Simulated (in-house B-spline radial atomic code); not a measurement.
Values are calculated unless marked as measured or tabulated.
He ion on Ge atom: potential, deflection and energy transfer

The pair potential comes from two frozen, spherical free-atom densities (PBE, B-spline radial code, scalar-relativistic past argon): electrostatics plus the change in Thomas-Fermi kinetic and Dirac exchange energy where they overlap, the recipe behind the universal ZBL potential, which averages such potentials (from solid-state densities) over many pairs. It is written V = (Z1 Z2 e²/r) φ(r/a), with e² = 14.3996 eV·Å and a = 0.46850 Å/(Z1^0.23 + Z2^0.23); ZBL's fit is φ = 0.18175 e^(−3.1998x) + 0.50986 e^(−0.94229x) + 0.28022 e^(−0.4029x) + 0.02817 e^(−0.20162x). Where φ falls below 4e-4 it is continued as an exponential.

Masses 4.0 and 72.63 u.

| x = r/a | φ, this pair | φ, ZBL |
| --- | --- | --- |
| 0.1 | 0.8842 | 0.8928 |
| 0.25 | 0.7608 | 0.7647 |
| 0.5 | 0.61 | 0.6096 |
| 1 | 0.4249 | 0.4164 |
| 1.5 | 0.3068 | 0.2995 |
| 2 | 0.2235 | 0.2218 |
| 3 | 0.1294 | 0.1292 |
| 4 | 0.08174 | 0.08026 |
| 5 | 0.05261 | 0.05224 |
| 6.5 | 0.02736 | 0.02914 |
| 8 | 0.01473 | 0.01705 |
| 10 | 0.007006 | 0.008778 |
| 12 | 0.003557 | 0.00474 |
| 14.5 | 0.00155 | 0.002328 |
| 17 | 0.0006482 | 0.001212 |

Problem. At x = 5 the electrostatic, kinetic and exchange parts are -19.58, 104.06 and -14.29 eV. Find r, V and φ.

Solution. a = 0.46850/(1.1728 + 2.2191) = 0.13812 Å, so r = 0.69060 Å. V = -19.58 + 104.06 + (-14.29) = 70.19 eV. The bare repulsion is 2 × 32 × 14.3996/0.69060 = 1334.5 eV, so φ = 0.0526, +0.7 % against ZBL's 0.0522. The kinetic (Pauli) term is 148 % of V here, as the other two terms together attract.

Problem. The ion comes in at 7.04 keV with impact parameter 0.0691 Å. The scattering integral gives a centre-of-mass angle of 63.1° and a closest approach of 0.7995 a. What are the reduced energy, the energy passed on and the laboratory angles?

Solution. ε = E a M2/(Z1 Z2 e² (M1 + M2)) = 7040 × 1.4205e-04 = 1. The most that one collision can pass on is γE with γ = 4 M1 M2/(M1 + M2)² = 0.1979. Here T = γE sin²(θ/2) = 0.1979 × 7040 × 0.2738 = 381.4 eV. The ion turns by arctan(sin θ/(cos θ + M1/M2)) = 60.4°, and the struck atom leaves at (180° − θ)/2 = 58.5°. The closest approach is 0.110 Å. With ZBL the angle would be 63.04° and T = 380.7 eV.
